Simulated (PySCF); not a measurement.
Species: C7H15P.
Numbering: `[CH3:1][CH2:2][C:3]([CH3:4])([CH3:5])[P:6]1[CH2:7][CH2:8]1`

NICS is the negative of the GIAO shielding at a point without a nucleus: at the ring centre (0) and 1 Å above and below it (1); zz is the component along the ring normal. Level: GIAO PBE0/pcSseg-1 (PySCF, non-relativistic, gas phase) on the GFN2-xTB geometry, one conformer.

Ring bond lengths (Å), with Mayer bond orders in brackets: P6–C7 1.842 (0.94), C7–C8 1.505 (0.97), C8–P6 1.841 (0.93).

Task: What do the NICS probes read (ppm)?

Result: 
```csv
ring,type,NICS(0),"NICS(1), two faces","NICS(1)zz, two faces",rms pucker (Å),"centre to ring atoms, mean (Å)"
P6–C7–C8,3-membered ring with P; formal bonds all single,-38.2,-9.4 / -10.9,-25.6 / -25.0,0.00,1.00
```

Task: What can be read from them?

Result: 
- P6–C7–C8: mean NICS(1)zz -25.3 ppm, shielded. C7, C8 have four or more neighbours, so the value isn't read as a sign of a π ring current. NICS(0) lies 28 ppm below the mean NICS(1).

Task: Give the inner angles of the rings and the Hirshfeld charges of the ring atoms.

Result: 
- P6–C7–C8: P6 48.2° (+0.121 e), C7 65.8° (-0.125 e), C8 65.9° (-0.126 e); sum 180.0° against 180° for a flat convex ring.

Cost: about 2.1 min of CPU time on one thread; the machine was shared, so the figure is rough. This is the whole shielding run at PBE0/pcSseg-1, SCF included.

The values belong to the conformer `[CH3:1][CH2:2][C:3]([CH3:4])([CH3:5])[P:6]1[CH2:7][CH2:8]1`: C1–C2–C3–C4 62°, C2–C3–P6–C7 122°.
